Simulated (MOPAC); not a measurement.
MOPAC input (PM6):

```
PM6 FORCE THERMO(298,298) PRECISE LET GEO-OK AUX(PRECISION=9) THREADS=1
C4H5N

C    -1.81050471 1   -0.08531507 1    0.06317112 1
C    -0.70203825 1   -1.07390558 1    0.05745994 1
C     0.60512931 1   -0.77541379 1    0.00433034 1
C     1.11620568 1    0.55370528 1   -0.05481691 1
N     1.54390723 1    1.62821404 1   -0.10312600 1
H    -1.46917515 1    0.96032561 1    0.01868006 1
H    -2.48290363 1   -0.23673628 1   -0.79565715 1
H    -2.42383418 1   -0.18074972 1    0.97281466 1
H    -1.02187910 1   -2.12133505 1    0.10129878 1
H     1.37577556 1   -1.55582489 1    0.00329659 1
```

Output:

```
 *******************************************************************************
 **                                                                           **
 **                              MOPAC v23.2.5                                **
 **                                                                           **
 *******************************************************************************
 ** MOPAC's Digital Object Identifier: https://doi.org/10.5281/zenodo.6511958 **
 **                                                                           **
 ** Please cite the open-source release paper for use of this MOPAC version:  **
 ** J. E. Moussa and J. J. P. Stewart (2026)                                  **
 ** MOPAC: An open-source semiempirical molecular orbital program             **
 ** J. Open Source Softw., 11(119), 8025, https://doi.org/10.21105/joss.08025 **
 *******************************************************************************

                              PM6 CALCULATION RESULTS

 *******************************************************************************
 *  PM6        - The PM6 Hamiltonian to be used
 *  GEO-OK     - OVERRIDE INTERATOMIC DISTANCE AND OTHER SAFETY CHECKS
 *  LET        - OVERRIDE SOME SAFETY CHECKS
 *  PRECISE    - TIGHTER CRITERIA TO BE USED
 *  FORCE      - FORCE CALCULATION SPECIFIED
 *  AUX        - OUTPUT AUXILIARY INFORMATION
 *  THERMO     - THERMODYNAMIC QUANTITIES TO BE CALCULATED
 *******************************************************************************
PM6 FORCE THERMO(298,298) PRECISE LET GEO-OK AUX(PRECISION=9) THREADS=1
 C4H5N

   ATOM   CHEMICAL          X               Y               Z
  NUMBER   SYMBOL      (ANGSTROMS)     (ANGSTROMS)     (ANGSTROMS)

     1       C         -1.81050471  *  -0.08531507  *   0.06317112  *
     2       C         -0.70203825  *  -1.07390558  *   0.05745994  *
     3       C          0.60512931  *  -0.77541379  *   0.00433034  *
     4       C          1.11620568  *   0.55370528  *  -0.05481691  *
     5       N          1.54390723  *   1.62821404  *  -0.10312600  *
     6       H         -1.46917515  *   0.96032561  *   0.01868006  *
     7       H         -2.48290363  *  -0.23673628  *  -0.79565715  *
     8       H         -2.42383418  *  -0.18074972  *   0.97281466  *
     9       H         -1.02187910  *  -2.12133505  *   0.10129878  *
    10       H          1.37577556  *  -1.55582489  *   0.00329659  *

          CARTESIAN COORDINATES

    NO.       ATOM           X           Y           Z

     1         C         -1.8105     -0.0853      0.0632
     2         C         -0.7020     -1.0739      0.0575
     3         C          0.6051     -0.7754      0.0043
     4         C          1.1162      0.5537     -0.0548
     5         N          1.5439      1.6282     -0.1031
     6         H         -1.4692      0.9603      0.0187
     7         H         -2.4829     -0.2367     -0.7957
     8         H         -2.4238     -0.1807      0.9728
     9         H         -1.0219     -2.1213      0.1013
    10         H          1.3758     -1.5558      0.0033

 General Reference for PM6:
 "Optimization of Parameters for Semiempirical Methods V: Modification of NDDO Approximations
 and Application to 70 Elements", J. J. P. Stewart, J. Mol. Mod., 13, 1173-1213 (2007)
 URL: https://link.springer.com/article/10.1007/s00894-007-0233-4
[...]

 VIBRATION         20   13A'          ATOM PAIR      ENERGY CONTRIBUTION    RADIAL
 FREQUENCY          2680.99         C  1 -- H  6         +63.3% ( 82.0%)     99.4%
 TRANSITION DIPOLE   0.5434         C  1 -- H  7         +16.0% ( 41.2%)     85.8%
 TRAVEL (Ang.)       0.2317         C  1 -- H  8         +16.0% ( 41.2%)     85.8%
 REDUCED MASS        0.4684         C  2 -- H  9          +3.8% ( 20.1%)    100.0%
 EFFECTIVE MASS      1.4470
 FORCE CONSTANT      1.9838

 VIBRATION         21    8A"          ATOM PAIR      ENERGY CONTRIBUTION    RADIAL
 FREQUENCY          2682.76         C  1 -- H  8         +49.2% ( 72.2%)     97.8%
 TRANSITION DIPOLE   0.7726         C  1 -- H  7         +49.2% ( 72.2%)     97.8%
 TRAVEL (Ang.)       0.2243         C  1 -- C  2          +0.8% (  9.5%)      0.0%
 REDUCED MASS        0.4995         C  1 -- H  6          +0.8% (  9.2%)      0.0%
 EFFECTIVE MASS      1.4467
 FORCE CONSTANT      2.1183

 VIBRATION         22   14A'          ATOM PAIR      ENERGY CONTRIBUTION    RADIAL
 FREQUENCY          2728.71         C  2 -- H  9         +70.5% ( 84.8%)     99.9%
 TRANSITION DIPOLE   0.8929         C  3 -- H 10         +23.8% ( 49.3%)     99.9%
 TRAVEL (Ang.)       0.2146         C  1 -- H  8          +1.4% ( 12.0%)     91.5%
 REDUCED MASS        0.5368         C  1 -- H  7          +1.4% ( 12.0%)     91.5%
 EFFECTIVE MASS      1.3745
 FORCE CONSTANT      2.3549

 VIBRATION         23   15A'          ATOM PAIR      ENERGY CONTRIBUTION    RADIAL
 FREQUENCY          2744.78         C  3 -- H 10         +73.7% ( 86.5%)    100.0%
 TRANSITION DIPOLE   0.9406         C  2 -- H  9         +23.1% ( 48.5%)    100.0%
 TRAVEL (Ang.)       0.2059         C  2 -- C  3          +1.2% ( 11.2%)     88.1%
 REDUCED MASS        0.5797         C  3 -- C  4          +0.8% (  9.0%)      3.9%
 EFFECTIVE MASS      1.4309
 FORCE CONSTANT      2.5730

 VIBRATION         24   16A'          ATOM PAIR      ENERGY CONTRIBUTION    RADIAL
 FREQUENCY          2782.46         C  1 -- H  6         +33.7% ( 55.9%)     95.6%
 TRANSITION DIPOLE   0.5244         C  1 -- H  8         +32.6% ( 55.0%)     95.2%
 TRAVEL (Ang.)       0.2746         C  1 -- H  7         +32.6% ( 55.0%)     95.2%
 REDUCED MASS        0.3214         C  2 -- H  9          +0.5% (  6.9%)     84.7%
 EFFECTIVE MASS      1.1548
 FORCE CONSTANT      1.4661

      SYMMETRY NUMBER FOR POINT-GROUP Cs  =  1

          SYSTEM IS A GROUND STATE

 C4H5N

          MOLECULE IS NOT LINEAR

          THERE ARE 24 GENUINE VIBRATIONS IN THIS SYSTEM
          THIS THERMODYNAMICS CALCULATION IS LIMITED TO
          MOLECULES WHICH HAVE NO INTERNAL ROTATIONS

                    CALCULATED THERMODYNAMIC PROPERTIES
                                          *
   TEMP. (K)   PARTITION FUNCTION   H.O.F.    ENTHALPY  HEAT CAPACITY ENTROPY
                                   KCAL/MOL   CAL/MOLE    CAL/K/MOL  CAL/K/MOL

 298.00  VIB.     0.1951D+02                  1778.5142    12.2484    11.8719
         ROT.     0.8097D+05                   888.2803     2.9808    25.4400
         INT.     0.1580D+07                  2666.7945    15.2292    37.3119
         TRA.     0.5313D+27                  1480.4672     4.9680    38.5260
         TOT.                       35.113    4147.2616    20.1972    75.8379

   *: NOTE: HEATS OF FORMATION ARE RELATIVE TO THE
            ELEMENTS IN THEIR STANDARD STATE AT 298K
              (=  Standard Enthalpy of Formation).

            Hvib:  Zero-point energy is not included.
                   frequencies of less than zero cm-1 are not included.
            Hrot = (3/2)RT
            Htra = (3/2)RT + pV = (5/2)RT

            Heat capacity is Cp, not Cv

          For more information, see: HTTP://OpenMOPAC.net/Manual/thermochemistry.html

           FORCE CONSTANT IN CARTESIAN COORDINATES (Millidynes/A)

    ATOM   CHEMICAL       X               Y               Z
   NUMBER   SYMBOL  FORCE CONSTANT  FORCE CONSTANT  FORCE CONSTANT

      1       C        7.750078        6.369714        5.962970
      2       C       10.286352       11.089357        2.416225
      3       C        9.077808       12.863702        2.078576
      4       C        4.730101       22.520033        1.510053
      5       N        2.658333       17.696807        0.355137
      6       H        1.349900        3.513449        0.515231
      7       H        1.177615        1.295246        2.798342
      8       H        1.177598        1.295241        2.798365
      9       H        1.412830        3.620877        0.365577
     10       H        4.188535        0.840770        0.331043

 **********************
 *                    *
 * JOB ENDED NORMALLY *
 *                    *
 **********************

 == MOPAC DONE ==
```
